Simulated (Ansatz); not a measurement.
Geometry optimisation, UKS PBE0-D4/def2-SVP (Ansatz 0.2.0).

Input:

```yaml
crystal:
  periodic: [false, false, false]
  atoms:
    - { symbol: Ga, position_ang: [0.002353, -0.003113, -0.101339] }
    - { symbol: H, position_ang: [-0.002933, -0.051344, 1.46938] }
    - { symbol: H, position_ang: [1.370457, 0.02353, -0.870937] }
    - { symbol: H, position_ang: [-1.364153, 0.016503, -0.876865] }
    - { symbol: O, position_ang: [0.004847, 0.012225, 3.675214] }
    - { symbol: H, position_ang: [-0.52497, -0.7989, 3.551647] }
magnetization:
  spin_polarized: true
  initial_magnetization: 1
basis:
  gaussian: { orbitals: def2-SVP }
hamiltonian:
  xc: pbe0
  dispersion: d4
relax:
  f_tol: 0.03
  max_steps: 50
output:
  orbitals: {}
```

Launched with:

```bash
$ ansatz run input.yaml --threads 2 --pin off --max-ram 3072MiB --backend cpu --events-out ev --progress --plain --runs-dir out
```

Question: Where does it end, and by what steps?

Answer: The run converged. After 19 steps the energy has fallen by 2.294 eV; O5 moved furthest, 1.51 Å. Parted: Ga1–H2 (1.57 → 2.70 Å). Joined: Ga1–O5 (3.78 → 2.21 Å), H2–O5 (2.21 → 0.97 Å).

```csv
step,energy less start (eV),largest force component (eV/Å),accepted
0,0.0000,0.152,yes
1,-0.0211,0.903,yes
2,-0.0904,0.929,yes
3,-0.2225,1.229,yes
4,-0.4100,2.107,yes
5,-1.1196,1.861,yes
6,-1.4218,0.775,yes
7,-1.5700,0.227,yes
8,-1.6210,0.501,yes
9,-1.6485,0.518,yes
10,-1.7456,0.356,yes
11,-1.7065,2.259,no
12,-1.7983,0.505,yes
13,-1.8482,0.468,yes
14,-1.9312,0.844,yes
15,-2.0487,0.848,yes
16,-2.1644,0.937,yes
17,-2.2565,0.866,yes
18,-2.2922,0.099,yes
19,-2.2938,0.030,yes
```

```xyz
6
Properties=species:S:1:pos:R:3
Ga -0.076 -0.490 0.019
H 0.715 -0.354 2.602
H 1.253 0.325 -0.298
H -1.506 0.141 -0.275
O -0.077 -0.006 2.172
H -0.823 -0.417 2.628
```

Whether the end is a true minimum wasn't checked by a vibrational analysis.

The run took 29 s on 2 threads of Arm Neoverse V2 (shared host), peak memory 0.18 GiB.
